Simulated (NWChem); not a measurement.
System meant: CrHSO2F; SMILES [O]=[Cr](=[O])([F])[SH]

Here is an NWChem input.

```
start job
memory heap 200 mb stack 900 mb global 1100 mb
geometry units angstroms noautoz
  Cr     0.067667     0.327327     0.000015
  O      0.801224     0.684902    -1.294997
  O      0.910440     0.698701     1.219201
  F     -1.453260     1.072252     0.048119
  S     -0.090736    -1.844439     0.092615
  H     -0.317129    -1.957598    -1.238607
end
basis spherical
  Cr library def2-svp
  O library def2-svp
  F library def2-svp
  S library def2-svp
  H library def2-svp
end
dft
  odft
  mult 2
  xc b3lyp
  iterations 150
  mulliken
end
task dft energy
```

End of the output:

```
 Summary of "ao basis" -> "" (spherical)
 ------------------------------------------------------------------------------
       Tag                 Description            Shells   Functions and Types
 ---------------- ------------------------------  ------  ---------------------
 Cr                         def2-svp                11       31   5s3p2d1f
 O                          def2-svp                 6       14   3s2p1d
 F                          def2-svp                 6       14   3s2p1d
 S                          def2-svp                 8       18   4s3p1d
 H                          def2-svp                 3        5   2s1p

                                 NWChem DFT Module
                                 -----------------

 Summary of "ao basis" -> "ao basis" (spherical)
 ------------------------------------------------------------------------------
       Tag                 Description            Shells   Functions and Types
 ---------------- ------------------------------  ------  ---------------------
 Cr                         def2-svp                11       31   5s3p2d1f
 O                          def2-svp                 6       14   3s2p1d
 F                          def2-svp                 6       14   3s2p1d
 S                          def2-svp                 8       18   4s3p1d
 H                          def2-svp                 3        5   2s1p

  number of electrons :                   66
  multiplicity        :                    2
 ------------------------------------------------------------------------
  no. of electrons and multiplicity not compatible                  66
 ------------------------------------------------------------------------
 ------------------------------------------------------------------------
  current input line :
    25: task dft energy
 ------------------------------------------------------------------------
 ------------------------------------------------------------------------
 There is an error in the input file
 ------------------------------------------------------------------------
 For more information see the NWChem manual at https://nwchemgit.github.io

0: no. of electrons and multiplicity not compatible:Received an Error in Communication
```

Q: What is wrong, and how is it mended?

A: The program refused the input. Cause: the multiplicity doesn't fit the number of electrons (an even count wants an odd multiplicity, and the reverse). This input runs:
```
start job
memory heap 200 mb stack 900 mb global 1100 mb
geometry units angstroms noautoz
  Cr     0.067667     0.327327     0.000015
  O      0.801224     0.684902    -1.294997
  O      0.910440     0.698701     1.219201
  F     -1.453260     1.072252     0.048119
  S     -0.090736    -1.844439     0.092615
  H     -0.317129    -1.957598    -1.238607
end
basis spherical
  Cr library def2-svp
  O library def2-svp
  F library def2-svp
  S library def2-svp
  H library def2-svp
end
dft
  xc b3lyp
  iterations 150
  mulliken
end
task dft energy
```
It converges to -1693.19141 Ha (B3LYP/def2-SVP).
